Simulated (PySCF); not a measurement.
Removing the step error of a finite difference

System: H$_{2}$IMgN (SMILES [NH2][Mg][I]), singlet, at a GFN2-xTB geometry (such geometries of metal compounds can be far from the true shape) (core potentials on I). Level: PBE0/def2-SVP, polarisability (PySCF). Sums are taken with unrounded values, so a last digit can differ.

Second differences of the energy in a field along z gave a polarisability along z of 59.232 bohr³ at step 0.02 and 65.005 bohr³ at step 0.05 (atomic units).

Q: Extrapolate to zero step.

A: The leading error of a symmetric difference goes as h², so A(h) = A0 + c h². Then c = (65.005 - (59.232))/(0.05² - 0.02²) = 2750 (atomic units) and A0 = 59.232 - c × 0.02² = 58.133 bohr³. The analytic value from the same program and level is 58.144 bohr³: the smaller step missed it by 1.088, the extrapolation by -0.011.
